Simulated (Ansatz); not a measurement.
AlBr3, singlet, at a GFN2-xTB geometry (such geometries of metal compounds can be far from the true shape); B97M-V/STO-3G in Ansatz (an electronic-structure program).

Input for Ansatz:
Ansatz 0.2 input:
```yaml
crystal:
  periodic: [false, false, false]
  atoms:
    - {symbol: Al, position_ang: [-0.00000000, -0.00000000, 0.00000000]}
    - {symbol: Br, position_ang: [-1.79907489, -1.33890033, -0.10448629]}
    - {symbol: Br, position_ang: [-0.01545118, 1.98485471, -1.04897808]}
    - {symbol: Br, position_ang: [1.81452607, -0.64595437, 1.15346437]}
basis:
  gaussian:
    orbitals: STO-3G
hamiltonian:
  xc: {name: B97M-V}
accuracy: high
```

Q: Predict the main parts of the log of this Ansatz run.

A: 
```
Functional definition: B97M-V
897 factors; integrals over basis functions are off by at most 6.9e-9 eV
mean field evaluation 1: about -214344.0465 eV, gradient 3.0e1 eV
mean field evaluation 2: about -214339.5078 eV, gradient 4.6e1 eV
mean field evaluation 4: about -214348.0129 eV, gradient 1.9e-1 eV
mean field evaluation 8: about -214347.9673 eV, gradient 1.1e-3 eV
mean field -214347.96726418 eV, -7877.1425066881 hartree, gradient 2.5e-8 eV, S^2 0.000000; 0 other end points of the search recorded, 0 dependent functions left out
reference -214347.96726693 eV, -7877.1425067891 hartree; 59, 59 occupied and 4, 4 virtual orbitals, 897 factors
Total energy: -214347.96726693 eV, -7877.1425067891 hartree
```
